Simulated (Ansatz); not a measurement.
Saddle point of GeH₃F, singlet (GeHF ([F][GeH]) + H₂ → GeH₂ + HF; bonds formed: Ge1–H4, F2–H3; bonds broken: Ge1–F2, H3–H4), PBE0-D4/def2-TZVP structure:

```xyz
5
angstrom
Ge -0.9578 -0.1490 0.4533
F 0.4414 -1.0605 -0.7190
H 0.4051 0.1371 -0.7892
H -0.0273 1.0121 -0.5337
H 0.1386 0.0604 1.5885
```

Energies are electronic, without zero-point energy. Barriers and step energies count from the start structure reached by relaxing down the imaginary mode; all methods use the PBE0-D4 structures, on which another method's saddle can fall below an end. Program: Ansatz 0.2.0. Basis: def2-TZVPP, with def2-QZVPP for the basis limit. Cores are frozen in the correlated methods. Filled d shells of the heavier atoms are correlated. The def2 sets are not built for correlating such inner shells, so the correlated values are less sure here. B3LYP uses VWN-RPA correlation. Extrapolation: Hartree–Fock as exp(−7.88 √X), correlation as X^−2.97.

| method | barrier (eV) | step energy (eV) |
| --- | --- | --- |
| SPW92 | 0.677 | 0.670 |
| PBE-D4 | 0.936 | 0.758 |
| BLYP-D4 | 1.099 | 0.847 |
| r2SCAN-D4 | 1.024 | 0.747 |
| B97M-V | 1.122 | 0.681 |
| PBE0-D4 | 1.039 | 0.669 |
| B3LYP-D4 | 1.159 | 0.766 |
| r2SCAN0-D4 | 1.099 | 0.669 |
| BHLYP-D4 | 1.290 | 0.689 |
| CAM-B3LYP-D4 | 1.158 | 0.737 |
| wB97X-V | ? | 0.726 |
| wB97M-V | ? | 0.694 |
| B2PLYP | 1.185 | 0.746 |
| PBE-QIDH | 1.136 | 0.649 |
| RPA on PBE | 1.148 | 0.650 |
| HF | 1.621 | 0.602 |
| MP2 | ? | 0.700 |
| CCSD | 1.262 | 0.616 |
| CCSD(T) | 1.197 | 0.645 |

Problem. Fill in the withheld barriers. (An estimate is asked for; the value comes from the calculation.)

Solution. The calculation gives: wB97X-V 1.180; MP2 1.184; wB97M-V 1.158 eV. Each is the energy of the saddle less that of the start structure, by the same method.

For comparison, the barrier by CCSD(T) at an estimated basis limit (MP2 extrapolated from triple and quadruple zeta, plus CCSD(T) − MP2 in triple zeta) is 1.208 eV.

No T1 diagnostic of these runs exceeds 0.014.

Labels in which every atom is bracketed show which atoms are joined, not bond orders.

For scale, one of the runs: CCSD(T)/def2-TZVPP, 121 basis functions, launched by `ansatz run in.yaml --threads 2 --pin off --events-out ev --progress --plain --max-ram 4352MiB`. The run took about 4 s on 2 CPU threads of an Intel Xeon 6975P-C (shared host).
